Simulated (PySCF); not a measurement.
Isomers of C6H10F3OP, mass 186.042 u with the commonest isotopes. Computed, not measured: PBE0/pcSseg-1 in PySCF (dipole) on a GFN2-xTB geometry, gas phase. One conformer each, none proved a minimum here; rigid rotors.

Question: Order these by dipole moment, smallest first.
A. `[CH3:1][C:2](=[O:3])[P:4]([CH3:5])[CH2:6][CH2:7][C:8]([F:9])([F:10])[F:11]` with C1–C2–P4–C5 -75°, C2–P4–C6–C7 -76°, P4–C6–C7–C8 -172°
B. `[CH2:1]=[CH:2][CH2:3][P@H:4](=[O:5])[CH2:6][CH2:7][C:8]([F:9])([F:10])[F:11]` with C1–C2–C3–P4 113°, C2–C3–P4–O5 -64°, C3–P4–C6–C7 161°, P4–C6–C7–C8 74°
C. `[CH3:1][CH2:2][P:3]([CH2:4][C:5]([F:6])([F:7])[F:8])[C:9]([CH3:10])=[O:11]` with C1–C2–P3–C4 172°, C2–P3–C4–C5 177°, C2–P3–C9–C10 -125°
D. `[O:1]=[P@@H:2]1[CH2:3][CH2:4][CH2:5][CH2:6][C@@H:7]1[C:8]([F:9])([F:10])[F:11]` with O1–P2–C3–C4 -66°, P2–C3–C4–C5 -64°, C3–C4–C5–C6 66°, C4–C5–C6–C7 -65°
E. `[CH2:1]=[C:2]([CH3:3])[P:4]([CH2:5][O:6][CH3:7])[C:8]([F:9])([F:10])[F:11]` with C1–C2–P4–C5 -36°, C2–P4–C5–O6 84°, P4–C5–O6–C7 173°

Answer: E (2.34 D), C (2.79 D), B (4.20 D), A (4.45 D), D (5.23 D).

Question: Order these by out-of-plane moment Σ m c² = (Ia + Ib − Ic)/2, largest first.
A. `[CH3:1][CH2:2][P:3]([CH2:4][C:5]([F:6])([F:7])[F:8])[C:9]([CH3:10])=[O:11]` with C1–C2–P3–C4 172°, C2–P3–C4–C5 177°, C2–P3–C9–C10 -125°
B. `[CH2:1]=[CH:2][CH2:3][P@H:4](=[O:5])[CH2:6][CH2:7][C:8]([F:9])([F:10])[F:11]` with C1–C2–C3–P4 113°, C2–C3–P4–O5 -64°, C3–P4–C6–C7 161°, P4–C6–C7–C8 74°
C. `[O:1]=[P@@H:2]1[CH2:3][CH2:4][CH2:5][CH2:6][C@@H:7]1[C:8]([F:9])([F:10])[F:11]` with O1–P2–C3–C4 -66°, P2–C3–C4–C5 -64°, C3–C4–C5–C6 66°, C4–C5–C6–C7 -65°
D. `[CH2:1]=[C:2]([CH3:3])[P:4]([CH2:5][O:6][CH3:7])[C:8]([F:9])([F:10])[F:11]` with C1–C2–P4–C5 -36°, C2–P4–C5–O6 84°, P4–C5–O6–C7 173°
E. `[CH3:1][C:2](=[O:3])[P:4]([CH3:5])[CH2:6][CH2:7][C:8]([F:9])([F:10])[F:11]` with C1–C2–P4–C5 -75°, C2–P4–C6–C7 -76°, P4–C6–C7–C8 -172°

Answer: A (105.35 u·Å²), C (86.29 u·Å²), B (80.06 u·Å²), E (76.57 u·Å²), D (74.93 u·Å²).

Question: Order these by rotational constant A, smallest first.
A. `[CH2:1]=[CH:2][CH2:3][P@H:4](=[O:5])[CH2:6][CH2:7][C:8]([F:9])([F:10])[F:11]` with C1–C2–C3–P4 113°, C2–C3–P4–O5 -64°, C3–P4–C6–C7 161°, P4–C6–C7–C8 74°
B. `[CH3:1][C:2](=[O:3])[P:4]([CH3:5])[CH2:6][CH2:7][C:8]([F:9])([F:10])[F:11]` with C1–C2–P4–C5 -75°, C2–P4–C6–C7 -76°, P4–C6–C7–C8 -172°
C. `[CH3:1][CH2:2][P:3]([CH2:4][C:5]([F:6])([F:7])[F:8])[C:9]([CH3:10])=[O:11]` with C1–C2–P3–C4 172°, C2–P3–C4–C5 177°, C2–P3–C9–C10 -125°
D. `[O:1]=[P@@H:2]1[CH2:3][CH2:4][CH2:5][CH2:6][C@@H:7]1[C:8]([F:9])([F:10])[F:11]` with O1–P2–C3–C4 -66°, P2–C3–C4–C5 -64°, C3–C4–C5–C6 66°, C4–C5–C6–C7 -65°
E. `[CH2:1]=[C:2]([CH3:3])[P:4]([CH2:5][O:6][CH3:7])[C:8]([F:9])([F:10])[F:11]` with C1–C2–P4–C5 -36°, C2–P4–C5–O6 84°, P4–C5–O6–C7 173°

Answer: E (1253 MHz), C (1460 MHz), D (1594 MHz), B (1807 MHz), A (2601 MHz).

| SMILES | point group | Ia (u·Å²) | Ib (u·Å²) | Ic (u·Å²) | κ | μa (D) | μb (D) | μc (D) |
| --- | --- | --- | --- | --- | --- | --- | --- | --- |
| O=[P@@H]1CCCC[C@@H]1C(F)(F)F | C1 | 316.97 | 655.46 | 799.85 | -0.71 | 3.18 | 2.64 | 3.20 |
| C=CC[P@H](=O)CCC(F)(F)F | C1 | 194.33 | 1187.38 | 1221.59 | -0.99 | 1.26 | 4.00 | 0.22 |
| CC(=O)P(C)CCC(F)(F)F | C1 | 279.67 | 1126.21 | 1252.73 | -0.94 | 4.18 | 1.46 | 0.47 |
| C=C(C)P(COC)C(F)(F)F | C1 | 403.26 | 685.83 | 939.23 | -0.44 | 1.97 | 0.49 | 1.17 |
| CCP(CC(F)(F)F)C(C)=O | C1 | 346.24 | 807.88 | 943.41 | -0.81 | 2.61 | 0.84 | 0.49 |
